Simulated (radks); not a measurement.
The numbers below are computed, except where a source is named.
Question: The mean radii <r> (bohr) of the occupied orbitals of an atom or ion are listed with their occupations. Code: a radial shooting solver on a logarithmic mesh with Libxc functionals. Model: scalar-relativistic Kohn-Sham, PBE, spin-polarised, spherical densities, finite nucleus; Fermi nuclear charge, rms radius of each element as measured or else 0.836 A^(1/3) + 0.57 fm.

| orbital | occ. | <r> |
|---|---|---|
| 1s up | 1 | 0.02191 |
| 1s down | 1 | 0.02191 |
| 2s up | 1 | 0.09329 |
| 2s down | 1 | 0.09328 |
| 2p up | 3 | 0.08237 |
| 2p down | 3 | 0.08237 |
| 3s up | 1 | 0.2445 |
| 3s down | 1 | 0.2443 |
| 3p up | 3 | 0.2431 |
| 3p down | 3 | 0.2428 |
| 3d up | 5 | 0.2213 |
| 3d down | 5 | 0.2210 |
| 4s up | 1 | 0.5530 |
| 4s down | 1 | 0.5530 |
| 4p up | 3 | 0.5853 |
| 4p down | 3 | 0.5854 |
| 4d up | 5 | 0.6359 |
| 4d down | 5 | 0.6368 |
| 5s up | 1 | 1.326 |
| 5s down | 1 | 1.345 |
| 5p up | 3 | 1.550 |
| 5p down | 3 | 1.577 |
| 4f up | 7 | 0.8534 |
| 6s up | 1 | 3.594 |
| 5d up | 1 | 2.517 |

Name the element and its charge. Open shells, if any, are filled with parallel spins first.

Answer: Z = 64, gadolinium, charge +1: Gd+ in [Xe] 4f7 5d1 6s1. The 1s radius gives Z: for a bare nucleus <r> = (2 gamma + 1)/(2Z) with gamma = sqrt(1 - (Z/c)^2), 0.02163 bohr for Z = 64, and screening makes it slightly larger (0.02191 here). The occupations add up to 63, and the charge is Z minus that.
